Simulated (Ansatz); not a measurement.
One change: `[NH2][Sn]([F])([Cl])[Cl]` becomes `N#[C][Sn]([F])([Cl])[Cl]`.

Ansatz, PBE0-D4/def2-TZVP geometries, multiplicity 1. Each molecule was computed in one conformer, which needn't be the lowest.

Elements past krypton have def2 core potentials.

```tsv
property	`[NH2][Sn]([F])([Cl])[Cl]`
HOMO energy (B3LYP/def2-TZVPP) / eV	-8.43
HOMO–LUMO gap (ωB97M-V/def2-TZVPP) / eV	10.73
HOMO–LUMO gap (PBE0/def2-TZVPP) / eV	6.35
size of the dipole moment (PBE/def2-TZVPP) / D	3.22
LUMO energy (ωB97M-V/def2-TZVPP) / eV	-0.30
ideal-gas entropy at 298 K and 1 bar (rigid rotor, harmonic PBE0-D4/def2-TZVP) / J/(mol·K)	391
```

Task: Give the same properties after the change, and the shifts. (Estimate.)

Result: Computed: 
```
                                                                                  property  `N#[C][Sn]([F])([Cl])[Cl]`  shift
                                                       HOMO energy (B3LYP/def2-TZVPP) / eV                       -9.97  -1.54
                                                   HOMO–LUMO gap (ωB97M-V/def2-TZVPP) / eV                       11.68   0.95
                                                      HOMO–LUMO gap (PBE0/def2-TZVPP) / eV                        7.29   0.94
                                            size of the dipole moment (PBE/def2-TZVPP) / D                        1.95  -1.27
                                                     LUMO energy (ωB97M-V/def2-TZVPP) / eV                       -0.86  -0.56
ideal-gas entropy at 298 K and 1 bar (rigid rotor, harmonic PBE0-D4/def2-TZVP) / J/(mol·K)                         394      3
```

With PBE0 the HOMO falls by 1.57 eV and the LUMO falls by 0.63 eV, so the gap widens by about 0.94 eV. PBE moves the HOMO by -1.55 eV and ωB97M-V by -1.51 eV. The zero-point energy changes by -45.8 kJ/mol with -3 modes. Dipoles are sizes alone; their direction can turn. Modes under 60 cm⁻¹, often nearly free rotors, make the harmonic entropy too high.

B3LYP here is the variant with VWN-RPA as its local correlation; programs differ in this.
